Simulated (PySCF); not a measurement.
Core-level binding energies of n-PrOi-Pr

n-PrOi-Pr, C₆H₁₄O.
Atom-mapped SMILES: `[CH3:1][CH2:2][CH2:3][O:4][CH:5]([CH3:6])[CH3:7]`

Computed with delta-SCF UKS SCAN, pcX-2 on the ionised atom, pcseg-1 elsewhere, spin-free X2C in PySCF 2.14.0. Each binding energy is the total energy of the core-ionised species, with the hole localised on one atom, minus that of the ground state; both are solved self-consistently, so orbital relaxation is included.

Q: What binding energy does each computed site have?

A: 
| atom(s) | environment | level | binding energy (eV) | above the level's lowest (eV) | count |
| --- | --- | --- | --- | --- | --- |
| C6/C7 | methyl carbon | C 1s | 290.45 | 0.00 | 2 |
| C2 | chain CH2 carbon | C 1s | 290.47 | +0.02 | 1 |
| C1 | methyl carbon | C 1s | 290.63 | +0.18 | 1 |
| C3 | sp3 carbon bound to oxygen | C 1s | 291.73 | +1.28 | 1 |
| C5 | sp3 carbon bound to oxygen | C 1s | 291.86 | +1.41 | 1 |
| O4 | ether oxygen | O 1s | 537.85 | 0.00 | 1 |

Lowest listed C 1s: C6/C7, bonded to C and 3 H. Highest, 1.41 eV above it: C5, bonded to O, 2 C and H. The values 290.45 and 290.47 eV lie too close for their order to be trusted.

Q: What is the C 1s shift of C3 against C2?

A: 291.73 − 290.47 = +1.26 eV, or +122 kJ/mol.

Q: Express the binding energy of C 1s of C1 in atomic units and per mole.

A: 290.63 eV = 10.6805 Eh = 28042 kJ/mol.

One atom of each set of topologically equivalent atoms was ionised and stands for the set; in this conformer not all members are related by symmetry, and their own values weren't computed. The structure is a single PBE0-D3(BJ)/def2-SVP conformer in the gas phase; no vibrational or solvent corrections.

Conformer computed: `[CH3:1][CH2:2][CH2:3][O:4][CH:5]([CH3:6])[CH3:7]`: C1–C2–C3–O4 179°, C2–C3–O4–C5 172°, C3–O4–C5–C6 73°.
